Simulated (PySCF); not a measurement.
Ga(H)(Me)2, C2H7Ga, SMILES [CH3][GaH][CH3], singlet, PBE0/def2-SVP optimised geometry.

```
10

Ga     0.23     0.00     0.00
H      1.81     0.00     0.00
C     -0.71    -1.73     0.00
H     -0.44    -2.31    -0.90
H     -1.81    -1.63     0.04
H     -0.39    -2.34     0.86
C     -0.71     1.73     0.00
H     -0.39     2.34    -0.86
H     -0.45     2.30     0.90
H     -1.81     1.63    -0.04
```

Density from PBE0/def2-TZVP (PySCF) at that geometry.

Minimum of the electron density along straight lines between bonded atoms, close to the bond critical point (lines longer than 1.1 times the sum of covalent radii, or with two minima, are not listed):

| bond | length / Å | ρ at the minimum / e bohr⁻³ | ∇²ρ there / e bohr⁻⁵ | position (fraction from the first atom) |
|---|---|---|---|---|
| Ga1–H2 | 1.582 | 0.112 | ? | 0.60 |
| Ga1–C3 | 1.972 | 0.113 | 0.20 | 0.48 |
| C3–H4 | 1.103 | 0.263 | -0.85 | 0.64 |
| C3–H5 | 1.100 | 0.267 | -0.88 | 0.64 |
| C3–H6 | 1.103 | 0.264 | -0.85 | 0.64 |
| Ga1–C7 | 1.971 | 0.114 | 0.20 | 0.48 |
| C7–H8 | 1.103 | 0.264 | -0.85 | 0.64 |
| C7–H9 | 1.103 | 0.263 | -0.85 | 0.64 |
| C7–H10 | 1.100 | 0.267 | -0.88 | 0.64 |

Question: Fill in the missing entries.

Answer: 
- Ga1–H2, ∇²ρ there / e bohr⁻⁵: 0.14
